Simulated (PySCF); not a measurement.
## A survey of 29Si NMR shifts

Theoretical values (PySCF 2.14.0 with density-fitted response routines): coordinates at the GFN2-xTB level, GIAO PBE0/pcSseg-1 shieldings. Relativity neglected, one averaged value for each set of equivalent atoms, isolated molecule, one conformer.

Shieldings were converted by a linear fit to measured shifts: 29Si (scatter 8.9 ppm rms, 25.8 ppm with the 6 outliers that the fit left out vs TMS, solution or neat liquid). Occasional misses reach two or three times the rms, and more in compound classes unlike the fitted ones.

**Question.** Give the 29Si shifts of `C=CCN([SiH3])C1=C[C@H]1N`, `C=C(O[SiH2]O)C(=O)O`, `C/C=C\C[SiH2]S[SiH2][SiH3]`, `C#CC[Si@@]1(N)CCN1C`, `C#C[Si@]1(NC)CCCN1`, `FC(F)[SiH2]O[SiH2]O[SiH3]`.

**Answer.** 
| compound | environment | δ (ppm) |
| --- | --- | --- |
| C=CCN([SiH3])C1=C[C@H]1N | silicon bonded to N, 3 H | -47.2 |
| C=C(O[SiH2]O)C(=O)O | silicon bonded to 2 O, 2 H | -41.4 |
| [CH3:1]/[CH:2]=[CH:3]\[CH2:4][SiH2:5][S:6][SiH2:7][SiH3:8] | Si5: silicon bonded to C, S, 2 H | -33.8 |
| [CH3:1]/[CH:2]=[CH:3]\[CH2:4][SiH2:5][S:6][SiH2:7][SiH3:8] | Si7: silicon bonded to S, Si, 2 H | -56.2 |
| [CH3:1]/[CH:2]=[CH:3]\[CH2:4][SiH2:5][S:6][SiH2:7][SiH3:8] | Si8: silicon bonded to Si, 3 H | -100.6 |
| C#CC[Si@@]1(N)CCN1C | silicon bonded to 2 C, 2 N, in a 4-membered ring | -21.0 |
| C#C[Si@]1(NC)CCCN1 | silicon bonded to 2 C, 2 N, in a 5-membered ring | -28.0 |
| [F:1][CH:2]([F:3])[SiH2:4][O:5][SiH2:6][O:7][SiH3:8] | Si4: silicon bonded to C, O, 2 H | -39.2 |
| [F:1][CH:2]([F:3])[SiH2:4][O:5][SiH2:6][O:7][SiH3:8] | Si8: silicon bonded to O, 3 H | -42.3 |
| [F:1][CH:2]([F:3])[SiH2:4][O:5][SiH2:6][O:7][SiH3:8] | Si6: silicon bonded to 2 O, 2 H | -46.7 |
